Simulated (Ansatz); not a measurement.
`[SiH3][AlH][S][SiH3]` → `[SiH3][AlH][SH]` + `[SiH2]` at 500 K and 1 bar (silylene loss).

Computed with Ansatz on PBE0-D4/def2-TZVP structures; ΔE is electronic, products minus reactants. CBS: MP2 limit from def2 TZ/QZ plus the TZ coupled-cluster correction, frozen cores. This one scheme is used for every species. Each species was taken in one conformer, which may not be the lowest.

| species | CCSD(T)/CBS energy (Eh) | H − E (kJ/mol) | S (J/(mol·K)) |
| --- | --- | --- | --- |
| `[SiH3][AlH][S][SiH3]` | -1222.20542 | 211.4 | 468.4 |
| `[SiH3][AlH][SH]` | -931.90162 | 149.9 | 399.6 |
| `[SiH2]` | -290.19011 | 48.0 | 226.5 |

H − E and S are ideal-gas, rigid-rotor, harmonic terms from PBE0-D4/def2-TZVP, for one conformer and one mirror image of each species. 1 Eh = 2625.50 kJ/mol, R = 8.31446 J/(mol·K).

Q: By hand: ΔE, ΔH, ΔS and ΔG.

A: ΔE = (-931.90162) + (-290.19011) − (-1222.20542) = 0.11369 Eh = 298.5 kJ/mol. Δ(H − E) = 149.9 + 48.0 − 211.4 = -13.5, so ΔH = 285.0 kJ/mol. ΔS = 399.6 + 226.5 − 468.4 = 157.7 J/(mol·K). ΔG = 285.0 − 500 × (157.7)/1000 = 206.2 kJ/mol.

Q: By hand: the equilibrium constant, and the temperature at which ΔG would vanish if ΔH and ΔS stayed fixed.

A: log₁₀ K = −ΔG/(RT ln 10) = -21.5. ΔG = 0 at ΔH/ΔS = 1807 K.

The number of gas molecules changes by +1, which sets the sign of ΔS. A doubt of 5 kJ/mol in ΔE shifts log₁₀ K by 0.5 here. Other conformers and mirror images would add mixing entropy, several J/(mol·K) or more a flexible species. Modes under 60 cm⁻¹, often nearly free rotors, make the harmonic entropy too high. These are equilibria of isolated gas molecules and say nothing of rates. Largest T1 diagnostic: 0.014 (customary marks: 0.02 for closed shells, 0.045 for open ones).
